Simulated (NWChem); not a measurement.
System: Si2NH6OF; SMILES N[SiH2]O[SiH2]F

Excerpt of the output:

```
             Northwest Computational Chemistry Package (NWChem) 7.3.0
             --------------------------------------------------------

                             Geometry "geometry" -> ""
                             -------------------------

 Output coordinates in angstroms (scale by  1.889725989 to convert to a.u.)

  No.       Tag          Charge          X              Y              Z
 ---- ---------------- ---------- -------------- -------------- --------------
    1 Si                  14.0000    -0.55807000    -1.61548500     0.20804500
    2 F                    9.0000     0.72267500    -2.46516200    -0.30795100
    3 O                    8.0000    -0.32341900    -0.02639500    -0.08989300
    4 Si                  14.0000     0.56424200     1.38192600     0.08263600
    5 N                    7.0000    -0.26578200     2.79004300    -0.42677000
    6 H                    1.0000    -0.68346200    -1.86763100     1.66838300
    7 H                    1.0000    -1.74257700    -2.08087000    -0.55496600
    8 H                    1.0000     1.78558100     1.24151800    -0.75499800
    9 H                    1.0000     0.87618000     1.53530200     1.53192800
   10 H                    1.0000    -0.40130300     2.98402700    -1.41226900
   11 H                    1.0000    -1.01606700     3.18277100     0.12993000

 Effective nuclear repulsion energy (a.u.)     302.9899298494

  pbe96 is a nonlocal functional; adding pw91lda local functional.

                                 NWChem DFT Module
                                 -----------------

 Summary of "ao basis" -> "ao basis" (spherical)
 ------------------------------------------------------------------------------
       Tag                 Description            Shells   Functions and Types
 ---------------- ------------------------------  ------  ---------------------
 Si                         def2-svp                 8       18   4s3p1d
 F                          def2-svp                 6       14   3s2p1d
 O                          def2-svp                 6       14   3s2p1d
 N                          def2-svp                 6       14   3s2p1d
 H                          def2-svp                 3        5   2s1p

 in cosmo_initialize ...
 calling solv_data for solv:octanol

[...]

                                COSMO-SMD solvation results
                                ---------------------------

             internal energy in gas <Psi(g)|H|Psi(g)> =      -811.659653210686
         internal energy in solvent <Psi(s)|H|Psi(s)> =      -811.659007188636
                               delta internal energy  =         0.000646022050 (    0.41 kcal/mol)
   total free energy in solvent <Psi(s)|H+V/2|Psi(s)> =      -811.666354651173
 polarization energy contribution <Psi(s)|V/2|Psi(s)> =        -0.007347462537 (   -4.61 kcal/mol)
    total free energy in solvent including G(SMD-CDS) =      -811.664478573954
                       G(SMD-CDS) energy contribution =         0.001876077219 (    1.18 kcal/mol)
     1 M fixed-concentration free energy of solvation =        -0.004825363268 (   -3.03 kcal/mol)

                       DFT Final Molecular Orbital Analysis
                       ------------------------------------

 Vector   27  Occ=2.000000D+00  E=-2.825328D-01
              MO Center=  5.9D-02, -1.2D-01, -1.5D-01, r^2= 4.6D+00
   Bfn.  Coefficient  Atom+Function         Bfn.  Coefficient  Atom+Function
  ----- ------------  ---------------      ----- ------------  ---------------
    36      0.370699   3 O  px               39      0.267648   3 O  px
    89     -0.258550   8 H  s                84      0.201504   7 H  s
    90     -0.179678   8 H  s                85      0.172483   7 H  s
    79     -0.146230   6 H  s                10     -0.124317   1 Si pz
    24     -0.121878   2 F  pz               54     -0.111689   4 Si px

 Vector   28  Occ=2.000000D+00  E=-2.627511D-01
              MO Center= -6.1D-02, -1.2D-01,  3.6D-01, r^2= 4.2D+00
   Bfn.  Coefficient  Atom+Function         Bfn.  Coefficient  Atom+Function
  ----- ------------  ---------------      ----- ------------  ---------------
    38      0.416358   3 O  pz               41      0.308000   3 O  pz
    94     -0.232357   9 H  s                79     -0.215627   6 H  s
    80     -0.205367   6 H  s                95     -0.199916   9 H  s
    84      0.173559   7 H  s                89      0.165841   8 H  s
    85      0.160378   7 H  s                90      0.149673   8 H  s

 Vector   29  Occ=2.000000D+00  E=-2.242084D-01
              MO Center= -1.6D-01,  2.6D+00, -3.6D-01, r^2= 1.5D+00
   Bfn.  Coefficient  Atom+Function         Bfn.  Coefficient  Atom+Function
  ----- ------------  ---------------      ----- ------------  ---------------
    68      0.383827   5 N  px               69      0.379065   5 N  py
    72     -0.325381   5 N  py               71     -0.303267   5 N  px
    58     -0.123285   4 Si py               35     -0.121262   3 O  s
    37     -0.118907   3 O  py               57     -0.104110   4 Si px
    70      0.104199   5 N  pz               40     -0.082950   3 O  py

 Vector   30  Occ=0.000000D+00  E= 1.220103D-02
              MO Center= -5.7D-01, -8.9D-01,  2.1D-01, r^2= 5.3D+00
   Bfn.  Coefficient  Atom+Function         Bfn.  Coefficient  Atom+Function
  ----- ------------  ---------------      ----- ------------  ---------------
    12      0.845505   1 Si py               35     -0.658840   3 O  s
    11     -0.336802   1 Si px               57     -0.279849   4 Si px
    21      0.273892   2 F  s                59     -0.263321   4 Si pz
     9      0.237286   1 Si py               58     -0.209919   4 Si py
     4      0.203244   1 Si s                95      0.201178   9 H  s

[...]
```

Level: PBE/def2-SVP, SMD on the gas-phase geometry. Coordinates come from a PBE0/def2-SVP optimisation. Solvent: 1-octanol.

### Question
Write an input that gives this output.

### Answer
One answer among several that fit: the input that was run:
```
start job
memory heap 200 mb stack 900 mb global 1100 mb
geometry units angstroms noautosym nocenter noautoz
  Si    -0.558070    -1.615485     0.208045
  F      0.722675    -2.465162    -0.307951
  O     -0.323419    -0.026395    -0.089893
  Si     0.564242     1.381926     0.082636
  N     -0.265782     2.790043    -0.426770
  H     -0.683462    -1.867631     1.668383
  H     -1.742577    -2.080870    -0.554966
  H      1.785581     1.241518    -0.754998
  H      0.876180     1.535302     1.531928
  H     -0.401303     2.984027    -1.412269
  H     -1.016067     3.182771     0.129930
end
basis spherical
  * library def2-svp
end
dft
  xc xpbe96 cpbe96
  iterations 150
end
cosmo
  do_cosmo_smd true
  solvent octanol
end
task dft energy
```
